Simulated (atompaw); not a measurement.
## An all-electron radial function and its pseudo partner (manganese)

Columns: radius, all-electron u(r) and pseudo u(r) of the 3s shell (level -83.54 eV) of manganese in the configuration [Ne] 3s2 3p6 3d5.5 4s1.5 4p0; PBE, scalar-relativistic, PAW (atompaw) scheme, atompaw 4.2.0.5.

```
r (bohr)  all-electron  pseudo
   0.077        0.0258  0.2269
   0.154       -0.5718  0.4451
   0.231       -0.5741  0.6464
   0.308       -0.2090  0.8238
   0.385        0.2492  0.9715
   0.462        0.6512  1.0853
   0.538        0.9399  1.1622
   0.615        1.1180  1.2043
   0.692        1.1978  1.2118
   0.769        1.2038  1.1880
   0.846        1.1588  1.1376
   0.923        1.0822  1.0662
   1.000        0.9884  0.9800
   1.077        0.8876  0.8851
   1.154        0.7868  0.7873
   1.231        0.6904  0.6915
   1.308        0.6008  0.6015
   1.385        0.5195  0.5196
   1.462        0.4466  0.4466
   1.538        0.3831  0.3831
   1.615        0.3267  0.3267
   1.692        0.2777  0.2777
   1.769        0.2354  0.2354
   1.846        0.1991  0.1991
   1.923        0.1681  0.1681
   2.000        0.1416  0.1416
```

Q: How many radial nodes do the two functions have?

A: The all-electron 3s function has n − l − 1 = 2; the pseudo-wave has 0, since the states of the same l below it are removed with the core.

Q: At about which radius was the pseudo-wave matched?

A: 1.45 bohr, where the columns begin to agree (steps of 0.08 bohr).

Q: Where does each function peak?

A: Outermost all-electron maximum near 0.77 bohr, pseudo maximum near 0.69 bohr (to the table’s step).

Q: Is the pseudo-wave norm-conserving?

A: No, it belongs to a PAW set: the norm inside the radius is not constrained, and the difference is carried by the augmentation charge.
